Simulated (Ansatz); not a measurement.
The first iterations of a band of C2H8BNS (13 atoms, charge 0, multiplicity 1).

Computed with RKS PBE/def2-SVP in Ansatz.

```yaml
movable_images: 9
climbing_image: yes
spring: 5.0 eV/Å²
optimiser: quadratic models (default)
start_path: through a guess of the saddle point
force_threshold: 0.05 eV/Å
iteration_limit: 60
end_points: relaxed
```

First end point:

```xyz
13
Properties=species:S:1:pos:R:3
B -0.676 0.497 0.023
N -0.133 -0.614 0.708
C 1.114 -1.300 0.429
S -2.280 1.239 0.535
H -2.564 0.420 1.588
C 0.048 1.179 -1.215
H -0.648 -1.009 1.497
H 1.817 -1.262 1.292
H 0.957 -2.372 0.175
H 1.623 -0.827 -0.432
H -0.541 2.005 -1.658
H 0.248 0.443 -2.023
H 1.033 1.601 -0.918
```

Last end point:

```xyz
13
Properties=species:S:1:pos:R:3
B -0.964 0.612 -0.175
N -0.160 -0.268 0.977
C 0.719 -1.372 0.524
S -2.660 0.573 0.065
H -0.978 -0.611 1.518
C 0.027 1.281 -1.215
H 0.361 0.378 1.594
H 1.136 -1.939 1.379
H 0.123 -2.053 -0.112
H 1.548 -0.959 -0.080
H -0.528 1.947 -1.901
H 0.550 0.526 -1.844
H 0.826 1.885 -0.728
```

| iteration | highest image above the first end (eV) | largest band force component (eV/Å) |
| --- | --- | --- |
| 1 | 5.373 | 30.998 |
| 2 | 1.652 | 2.843 |
| 3 | 1.789 | 3.018 |
| 4 | 1.627 | 2.591 |
| 5 | 1.603 | 0.886 |
| 6 | 1.531 | 2.002 |

Q: Does the band converge within its limit, and where does its top end?

A: The forces met the threshold. It ended after 19 iterations with the highest image 1.498 eV above the first end. A vibrational analysis at the climbing image gives one clearly imaginary mode, 1144i cm⁻¹: a first-order saddle point. The orbitals stay closed-shell, which can raise the energy where a bond breaks towards radicals; this wasn't checked here.

Time of the run: 6.3 min on 2 threads of Arm Neoverse V1, with other jobs on the host, peak memory 0.15 GiB.
